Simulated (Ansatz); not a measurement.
Hg₂S₂, relaxed as a singlet with RKS r2SCAN-D4/def2-SVP in Ansatz, starting from the GFN1-xTB geometry. Force threshold 0.02 eV/Å.

In the def2 sets Hg takes a core potential; there is no spin–orbit coupling. The restricted singlet is unstable towards broken spin symmetry in Hartree–Fock (as tested in another run); at r2SCAN-D4/def2-SVP this wasn't settled. An occupied level lies above an empty one. Another isomer (singlet) lies 0.36 eV lower at PBE0-D4/def2-TZVP; other spin states weren't run for this one.

Start:

Cartesian coordinates in Å:
```
Hg -0.0963 0.5479 -0.9966
Hg -0.7196 -2.4995 1.9689
S 0.3674 2.5104 -2.1237
S 0.4486 -0.5588 1.1514
```

```
step  energy (eV)  largest force component (eV/Å)  SCF passes
   1  -30018.3150                           0.947          56
   2  -30018.5593                           0.502          47
   3  -30018.6957                           0.372          51
   4  -30018.7781                           0.343          48
   5  -30018.8282                           0.174          49
   6  -30018.8410                           0.121          49
   7  -30018.8428                           0.071          48
   8  -30018.8442                           0.009          41
```

Force components are those of the run's own axes.

End:

```xyz
4

Hg    0.295    0.757   -0.503
Hg   -0.997   -2.300    1.427
S    -0.073    2.086   -2.295
S     0.775   -0.543    1.371
```

By distances, no bond broke or formed. The bond that changes most is Hg1–S4, from 2.48 to 2.33 Å (atoms count from 1).

No frequencies were taken in this run, so the end may be a saddle point.

Hardware: 4 threads of Arm Neoverse V2 on a shared host. Wall time 26 s.
